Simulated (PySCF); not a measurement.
Continuum solvent and chemical shifts

Cartesian coordinates in Å; atom numbers follow the order of the lines, from 1:
```xyz
21

C    -2.778    1.588    1.740
C    -2.560    0.440    1.090
C    -1.483    0.212    0.137
C    -1.163   -0.960   -0.580
N    -0.100   -0.717   -1.339
N     0.187    0.541   -1.085
C     1.343    1.188   -1.668
C     2.644    0.781   -0.988
C     2.726    1.190    0.473
N    -0.589    1.144   -0.215
H    -3.607    1.692    2.444
H    -2.130    2.453    1.581
H    -3.218   -0.418    1.262
H    -1.651   -1.933   -0.579
H     1.360    0.919   -2.733
H     1.163    2.268   -1.579
H     2.756   -0.311   -1.090
H     3.471    1.233   -1.560
H     1.893    0.768    1.056
H     3.665    0.841    0.929
H     2.681    2.284    0.586
```

GIAO PBE0/pcSseg-1 in PySCF 2.14 on one PBE0-D3(BJ)/def2-SVP conformer, non-relativistic, equivalent nuclei averaged. Solvents enter as an IEF-PCM continuum (benzene with ε = 2.3, acetonitrile with ε = 35.7) around the gas-phase geometry. Shifts are referred to TMS computed in the same medium.

Gas phase, δ in ppm: C3 148.6, C4 138.6, C2 132.8, C1 123.4, C7 57.1, C8 26.9, C9 12.5, H14 7.38, H12 6.60, H13 6.56, H11 5.58, H15/H16 4.17, H17/H18 1.70, H19/H20/H21 0.79. Dipole moment 0.77 D.

**Question.** How does each δ change in the continuum?

**Answer.** 
```json
{"atoms": "C3", "environment": "substituted aromatic carbon next to a ring nitrogen", "Δδ, benzene": "+0.5", "Δδ, acetonitrile": "+1.1"}
{"atoms": "C4", "environment": "aromatic CH next to a ring nitrogen", "Δδ, benzene": "+0.9", "Δδ, acetonitrile": "+2.4"}
{"atoms": "C2", "environment": "alkene CH", "Δδ, benzene": "+0.7", "Δδ, acetonitrile": "+1.9"}
{"atoms": "C1", "environment": "terminal =CH2 carbon", "Δδ, benzene": "+0.6", "Δδ, acetonitrile": "+1.1"}
{"atoms": "C7", "environment": "sp3 CH2 bonded to N", "Δδ, benzene": "+0.6", "Δδ, acetonitrile": "+1.4"}
{"atoms": "C8", "environment": "sp3 CH2", "Δδ, benzene": "+0.4", "Δδ, acetonitrile": "+1.0"}
{"atoms": "C9", "environment": "methyl carbon", "Δδ, benzene": "+0.2", "Δδ, acetonitrile": "+0.4"}
{"atoms": "H14", "environment": "hydrogen on an aromatic CH next to a ring nitrogen", "Δδ, benzene": "+0.13", "Δδ, acetonitrile": "+0.32"}
{"atoms": "H12", "environment": "hydrogen on a terminal =CH2 carbon", "Δδ, benzene": "+0.01", "Δδ, acetonitrile": "-0.01"}
{"atoms": "H13", "environment": "hydrogen on an alkene CH", "Δδ, benzene": "+0.11", "Δδ, acetonitrile": "+0.29"}
{"atoms": "H11", "environment": "hydrogen on a terminal =CH2 carbon", "Δδ, benzene": "+0.10", "Δδ, acetonitrile": "+0.24"}
{"atoms": "H15/H16", "environment": "hydrogen on an sp3 CH2 bonded to N", "Δδ, benzene": "+0.07", "Δδ, acetonitrile": "+0.15"}
{"atoms": "H17/H18", "environment": "hydrogen on an sp3 CH2", "Δδ, benzene": "+0.03", "Δδ, acetonitrile": "+0.07"}
{"atoms": "H19/H20/H21", "environment": "hydrogen on a methyl carbon", "Δδ, benzene": "-0.01", "Δδ, acetonitrile": "-0.04"}
```

Changes are relative to the gas phase. The dipole moment becomes 0.81 D in benzene, 0.82 D in acetonitrile.

**Question.** Which of the listed nuclei move most (in ppm), and what does the model miss? (N and O are left out, as their reference compounds move with the solvent too.)

**Answer.** C4 (aromatic CH next to a ring nitrogen, +2.4 ppm) in acetonitrile. A continuum only polarises the solute; specific hydrogen bonds, the anisotropy of aromatic solvents and changes of geometry or conformer are outside it.
